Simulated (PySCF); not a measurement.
Bonds: C1-C2, C2-C3, C3-Si4, Si4-C5, C5-C6, C5-C7, C5-C8, C8-N9. C1 carries H10, H11, H12; C2 carries H13, H14; C3 carries H15, H16; Si4 carries H17, H18; C6 carries H19, H20, H21; C7 carries H22, H23, H24; C8 carries H25; N9 carries H26.

- shieldings: GIAO PBE0/pcSseg-1
- coordinates at the GFN2-xTB level
- run in PySCF 2.14.0 with density-fitted response routines
- no relativistic terms, a single conformation, equivalent nuclei averaged, isolated molecule

Scale: TMS for ¹³C, ¹H, ²⁹Si; ¹⁵N vs NH3 (reference shieldings calculated alike).

```json
{"atoms": "H19/H20/H21/H22/H23/H24", "nucleus": "¹H", "count": "6", "δ (ppm)": "?"}
{"atoms": "H26", "nucleus": "¹H", "count": "1", "δ (ppm)": "10.53"}
{"atoms": "C8", "nucleus": "¹³C", "count": "1", "δ (ppm)": "?"}
{"atoms": "Si4", "nucleus": "²⁹Si", "count": "1", "δ (ppm)": "?"}
{"atoms": "C6/C7", "nucleus": "¹³C", "count": "2", "δ (ppm)": "23.1"}
{"atoms": "C3", "nucleus": "¹³C", "count": "1", "δ (ppm)": "13.2"}
{"atoms": "C1", "nucleus": "¹³C", "count": "1", "δ (ppm)": "20.9"}
{"atoms": "H10/H11/H12", "nucleus": "¹H", "count": "3", "δ (ppm)": "1.08"}
{"atoms": "C2", "nucleus": "¹³C", "count": "1", "δ (ppm)": "21.8"}
{"atoms": "H15/H16", "nucleus": "¹H", "count": "2", "δ (ppm)": "0.66"}
{"atoms": "H13/H14", "nucleus": "¹H", "count": "2", "δ (ppm)": "?"}
{"atoms": "C5", "nucleus": "¹³C", "count": "1", "δ (ppm)": "35.8"}
{"atoms": "H17/H18", "nucleus": "¹H", "count": "2", "δ (ppm)": "3.90"}
{"atoms": "H25", "nucleus": "¹H", "count": "1", "δ (ppm)": "?"}
{"atoms": "N9", "nucleus": "¹⁵N", "count": "1", "δ (ppm)": "344.7"}
```

Complete the table.

Answers


- C8: 183.1 ppm, carbon bonded to C, N, H
- H25: 8.44 ppm, hydrogen on a carbon bonded to C, N
- H19/H20/H21/H22/H23/H24: 1.28 ppm, hydrogen on a carbon bonded to C
- H13/H14: 1.21 ppm, hydrogen on a carbon bonded to 2 C
- Si4: -24.1 ppm, silicon bonded to 2 C, 2 H

Exchangeable OH/NH protons stand at their gas-phase positions; hydrogen bonding in a real sample shifts them, mostly to higher δ. Shifts are as computed. Against solution values, carbons near 30 ppm lie about +3 ppm off and those near 130 ppm about +5 ppm. Of 1211 compounds with measured shifts, 218 miss one by over three times the rms of a fit or turn the order of signals round; such compounds aren't used in these exercises. Experimental scales use liquid or dissolved standards, which lie at an offset from isolated NH3 (liquid NH3: subtract about 20 ppm). Unscaled 15N shifts of sp2 nitrogen come out 20 to 40 ppm too high even then.
